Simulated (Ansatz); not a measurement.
Relaxation of C₂H₁₀BNOSi (16 atoms, charge 0, multiplicity 1), to a largest force component of 0.02 eV/Å in at most 50 steps.

The calculation used RKS B3LYP/6-31G (Ansatz).

```xyz
16
Properties=species:S:1:pos:R:3:forces:R:3
C -0.409 -1.605 0.621 -2.15 1.92 0.61
C -0.057 -0.309 -0.182 0.03 0.86 1.80
O -0.471 -0.431 -1.541 0.55 -1.12 -1.48
Si 1.881 -0.021 -0.070 -1.41 0.74 0.60
B -0.770 0.972 0.429 -1.55 0.70 -0.63
N -1.694 1.866 -0.399 2.45 0.53 3.04
H -0.158 -1.459 1.687 0.10 -0.33 -0.32
H 0.094 -2.440 0.194 0.34 -1.07 -0.24
H -1.550 -1.710 0.576 1.46 -0.34 -0.05
H 0.024 -1.228 -1.878 -0.63 0.49 -0.41
H 2.498 -1.192 -0.614 0.78 -1.06 -0.64
H 2.216 0.139 1.359 0.38 0.09 0.37
H 2.124 1.203 -0.837 0.49 0.49 -0.35
H -0.621 1.258 1.603 -0.22 -0.36 -0.30
H -1.105 2.272 -1.137 -0.89 -0.36 -0.75
H -2.026 2.660 0.233 0.26 -1.16 -1.23
```

**Question.** Where does it end, and by what steps?

**Answer.** The forces met the threshold. Limits of this set-up: no polarisation functions. After 12 steps the energy has fallen by 1.470 eV; H15 moved furthest, 0.76 Å.

| step | energy less start (eV) | largest force component (eV/Å) | accepted |
| --- | --- | --- | --- |
| 0 | 0.0000 | 3.041 | yes |
| 1 | -0.7776 | 2.794 | yes |
| 2 | -1.1783 | 3.095 | yes |
| 3 | -1.3843 | 0.896 | yes |
| 4 | -1.3584 | 1.084 | no |
| 5 | -1.4362 | 0.375 | yes |
| 6 | -1.4531 | 0.272 | yes |
| 7 | -1.4616 | 0.231 | yes |
| 8 | -1.4582 | 0.278 | no |
| 9 | -1.4683 | 0.050 | yes |
| 10 | -1.4691 | 0.027 | yes |
| 11 | -1.4696 | 0.031 | yes |
| 12 | -1.4697 | 0.016 | yes |

```xyz
16
Properties=species:S:1:pos:R:3
C -0.476 -1.546 0.622
C -0.049 -0.237 -0.068
O -0.426 -0.281 -1.512
Si 1.890 0.015 -0.012
B -0.758 1.040 0.540
N -1.461 1.886 -0.312
H -0.268 -1.510 1.697
H 0.049 -2.419 0.207
H -1.553 -1.706 0.488
H -0.077 -1.096 -1.928
H 2.508 -1.103 -0.814
H 2.450 -0.041 1.384
H 2.282 1.318 -0.643
H -0.675 1.277 1.711
H -1.524 1.653 -1.296
H -1.935 2.727 -0.019
```

Whether the end is a true minimum wasn't checked by a vibrational analysis.

Run time: 3.4 min on 1 thread of Intel(R) Xeon(R) Processor @ 2.50GHz (Skylake/Cascade Lake), on a shared host, peak memory 0.21 GiB.
